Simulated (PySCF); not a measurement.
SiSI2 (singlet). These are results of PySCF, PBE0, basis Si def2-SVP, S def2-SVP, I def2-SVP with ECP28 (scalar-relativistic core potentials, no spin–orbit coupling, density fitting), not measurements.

Harmonic bands of its minimum:

```json
{"ω (cm⁻¹)": "90", "IR (km/mol)": "0.0"}
{"ω (cm⁻¹)": "131", "IR (km/mol)": "2.7"}
{"ω (cm⁻¹)": "185", "IR (km/mol)": "3.2"}
{"ω (cm⁻¹)": "254", "IR (km/mol)": "5.7"}
{"ω (cm⁻¹)": "426", "IR (km/mol)": "155"}
{"ω (cm⁻¹)": "772", "IR (km/mol)": "109"}
```

Problem. The central atom is Si. Infer the point group and assign the bands.

Solution. C2v. The modes span 3a1 + 2b2 + b1: 90 a1, 131 b2, 185 b1, 254 a1, 426 b2, 772 a1. The computed geometry has Si–I 2.421 Å (×2), Si–S 1.943 Å; I–Si–I 109.0°, I–Si–S 125.5° (×2).

Other isomers or separated fragments may lie lower.
